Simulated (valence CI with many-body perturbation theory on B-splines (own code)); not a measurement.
**Energy levels of Bi³³⁺**

Computed by configuration interaction combined with many-body perturbation theory (CI+MBPT): four valence electrons over a frozen Dirac-Fock core [Kr] 4d10, a basis of 7 s, 7 p, 7 d, 7 f, 4 g, 2 h functions for each j, with the one-electron correlation potential Σ1, the two-electron term Σ2, the three-electron term Σ3, Breit, model QED; selected CI, second order for the rest, scaled by the run's own slope (own B-spline code, finite nucleus).

The last digits are not significant, and no measured levels were compared; by estimate large intervals hold to a few tenths of a per cent, small ones and those within an open d or f shell to about a per cent. Excitations out of the core, of the other parity, are not computed and may begin above about 204 eV (a cautious bound); beyond it only levels of the ground parity were kept, without lifetimes.

Levels 91 to 123 of 123, with energies above the lowest level, (4f5/2^4) J=4. "Leading %" is the weight of the configuration and term that name the level; weights of strongly mixed levels are sums over their largest components and can fall short. In the jj column 3d3/2^4 stands for four electrons in 3d with j = 3/2. Lifetimes count E1, E2, E3, M1 and M2 decay at the calculated energies, and are blank where another channel may lead or the interval is too uncertain; long ones can be off by a factor of two.

```tsv
No.	Configuration	Term	J	E (cm⁻¹)	Leading %	g	Lifetime	Leading jj
91	4f4	3D	1	307580	77	0.724		4f5/2 4f7/2^3 (76 %)
92	4f4	3F	2	312730	46	1.069		4f5/2 4f7/2^3 (46 %)
93	4f4	1H	5	315680	44	1.031		4f5/2 4f7/2^3 (71 %)
94	4f4	1S	0	332820	54		89.2 μs	4f5/2 4f7/2^3 (72 %)
95	4f4	3P	2	335880	60	1.270		4f5/2 4f7/2^3 (48 %)
96	4f4	3H	4	339780	40	0.992	117 μs	4f5/2^2 4f7/2^2 (54 %)
97	4f4	1I	6	343440	52	1.059	57.9 μs	4f7/2^4 (48 %)
98	4f4	3F	3	349110	77	1.089		4f5/2 4f7/2^3 (96 %)
99	4f4	3F	4	352660	41	1.063		4f7/2^4 (54 %)
100	4f4	1D	2	359760	31	1.038		4f7/2^4 (69 %)
101	4f4	3H	6	362520	47	1.078		4f5/2 4f7/2^3 (77 %)
102	4f4	3H	5	366540	64	1.020		4f5/2 4f7/2^3 (96 %)
103	4f4	3P	1	371670	93	1.436		4f5/2 4f7/2^3 (93 %)
104	4f4	1G	4	393720	77	0.999		4f5/2 4f7/2^3 (54 %)
105	4f4	3P	0	397310	68			4f7/2^4 (59 %)
106	4f4	1D	2	461160	92	0.999		4f5/2^2 4f7/2^2 (49 %)
107	4f4	1S	0	530990	91			4f5/2^2 4f7/2^2 (49 %)
108	4f3 5p	5K	5	2242200	50	0.772		4f5/2^3 5p1/2 (93 %)
109	4f3 5p	3H	4	2255300	44	0.789		4f5/2^3 5p1/2 (91 %)
110	4f3 5p	3F	2	2291400	39	0.703		4f5/2^3 5p1/2 (91 %)
111	4f3 5p	5K	6	2296300	53	0.945		4f5/2^2 4f7/2 5p1/2 (97 %)
112	4f3 5p	3D	1	2297100	42	0.753		4f5/2^3 5p1/2 (91 %)
113	4f3 5p	5I	5	2301400	33	0.991		4f5/2^2 4f7/2 5p1/2 (96 %)
114	4f3 5p	5H	3	2316100	35	0.758		4f5/2^3 5p1/2 (84 %)
115	4f3 5p	3F	2	2322800	31	0.816		4f5/2^3 5p1/2 (76 %)
116	4f3 5p	3I	5	2325400	23	0.974		4f5/2^2 4f7/2 5p1/2 (92 %)
117	4f3 5p	3H	4	2328000	26	1.019		4f5/2^2 4f7/2 5p1/2 (91 %)
118	4f3 5p	5K	7	2329600	27	1.024		4f5/2^2 4f7/2 5p1/2 (71 %)
119	4f3 5p	5H	6	2335200	30	1.091		4f5/2^2 4f7/2 5p1/2 (63 %)
120	4f3 5p	5G	3	2336600	35	0.886		4f5/2^2 4f7/2 5p1/2 (95 %)
121	4f3 5p	5G	2	2338400	25	0.976		4f5/2^2 4f7/2 5p1/2 (90 %)
122	4f3 5p	5P	1	2339700	41	1.622		4f5/2^2 4f7/2 5p1/2 (95 %)
123	4f3 5p	3H	4	2344400	34	0.988		4f5/2^2 4f7/2 5p1/2 (96 %)
```
